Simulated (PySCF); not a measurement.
SMILES s1c(ccc1OC)O[SiH3] (C₅H₈O₂SSi) at its GFN2-xTB optimised geometry (Å):

```
17

C     -2.3426    -2.9067    -0.0014
O     -0.9517    -3.1213     0.0010
C     -0.1669    -2.0267     0.0000
C      1.1911    -2.0267     0.0000
C      1.7458    -0.7233     0.0000
C      0.8120     0.2605     0.0002
O      1.0270     1.5709     0.0018
Si    -0.0009     2.8379    -0.0384
S     -0.8066    -0.3996    -0.0002
H     -2.8012    -3.8933    -0.0013
H     -2.6570    -2.3504     0.8881
H     -2.6541    -2.3517    -0.8926
H      1.7741    -2.9277    -0.0007
H      2.8012    -0.5231    -0.0005
H     -0.8956     2.7992     1.1192
H      0.9947     3.8933     0.0012
H     -0.8011     2.7978    -1.2633
```

Calculation: PBE/def2-SVP run with PySCF.

Map of the log10 of the electron density (e/bohr³), floored at −4 on the plane z = 1.5 Å:

```
|                         |
|                         |
|            ...          |
|         .:----:.        |
|        :=+++==-.        |
|       .=*##*+=-:        |
|       :+%@@#*=-.        |
|       :+#@@#*+-:        |
|       .=*##*++=-        |
|        :==+=+++-        |
|        :-===++=-.       |
|       .-+**++*+=-.      |
|       :+*##****+=-.     |
|       -+*##*+***+-:     |
|     .:-=****++**+-.     |
|    .-+++++**+**+=:      |
|    :+##*=+*****+-.      |
|    :+%%#+++++++=-.      |
|    :=*#*+++====-:       |
|    .-=+==+=-::::.       |
|     :------.            |
|     .::.                |
|                         |
|                         |
|                         |
```
Scale: ten equal steps from -4.00 (start of ' ') to -1.18 (end of '@'), in the order ' .:-=+*#%@'; x runs from -6.00 to 6.00, y from -6.00 (bottom) to 6.00 (top).
